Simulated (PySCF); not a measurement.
Coordinates in bohr (charge 1 multiplicity 6):
```
Ru    0.0000    0.0000   -0.5805
Cl    3.9161    0.0000    0.8458
Cl   -3.9161    0.0000    0.8458
```

Level of theory: PySCF, UPBE0, basis Ru def2-SVP with ECP28, Cl def2-SVP (scalar-relativistic core potentials, no spin–orbit coupling, density fitting).

This geometry of RuCl₂⁺ is a stationary point at this level.

Problem. What is the point group?

Solution. C2v.

Problem. Is it a minimum?

Solution. Yes: all harmonic wavenumbers are real, though the softest, 60 cm⁻¹, leaves little margin.

Problem. List the harmonic modes with their infrared intensities.

Solution. 
| symmetry | ω (cm⁻¹) | IR (km/mol) |
| --- | --- | --- |
| a1 | 60 | 3.7 |
| a1 | 399 | 4.1 |
| b2 | 460 | 45.7 |

Problem. Give the ideal-gas entropy at 298.15 K and 1 bar by parts.

Solution. translation 173.0, rotation 103.7, vibration 26.0, spin 14.9; total 317.6 J/(mol K).

In C2v the vibrations span 2a1 + b2. Here b1 is antisymmetric to the molecular plane and b2 lies in it.

This need not be the most stable arrangement of these atoms. With open d or f shells other occupations or spin states may lie lower.
